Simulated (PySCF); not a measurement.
Gas-phase reaction: GeHCl + 4 Ge2H6 = 3 Ge3H8 + HCl. Level: PBE0/def2-TZVP; standard pressure 1 bar.

Energies from PySCF, thermal terms from the rigid-rotor harmonic-oscillator model, ideal gas at 1 bar. All species are closed-shell singlets. Ge: all electrons, no relativistic terms. GeHCl: computed as isolated molecules; such fragments, hydroxides, amides, oligomers or adducts are transient or little studied in the gas. The harmonic model lacks anharmonicity and excited electronic states, which grow with temperature; levels with a mode under 35 cm⁻¹ are left out. Internal rotation in Ge2H6, Ge3H8 is treated as a harmonic vibration of one conformer, which makes the entropy rough.

```
T (K)  1000/T (1/K)  log10 K
-----  ------------  -------
600          1.6667     3.59
800          1.2500     1.42
1000         1.0000        ?
1200         0.8333    -0.62
1400         0.7143    -1.17
1600         0.6250    -1.56
```

Problem. Fit log10 K = a + b·(1000/T) to the five rows, get the mean ΔH° and ΔS°, and predict log10 K at 1000 K.

Solution. Means: 1000/T = 1.0179, log10 K = 0.332. Sums of products about the means: Sxy = 3.74143, Sxx = 0.755432, so b = Sxy/Sxx = 4.95 and a = 0.332 − (4.95)×1.0179 = -4.71.
ΔH° = −R ln 10 × 1000 K × b = −19.145 × (4.95) = -95 kJ; ΔS° = R ln 10 × a = -90 J/K. The run's own values go from -102 kJ and -101 J/K at 600 K to -82 kJ and -81 J/K at 1600 K.
Prediction at 1000 K: -4.71 + (4.95)×1.0000 = 0.24. The computed value is 0.17, 0.07 from the line.
For scale, ΔH°(298 K) is -109 kJ at this level, -96 kJ at ωB97M-V/def2-TZVP†, and runs from -139 to -51 kJ over the 18 levels computed († marks an energy on the PBE0/def2-TZVP geometry).
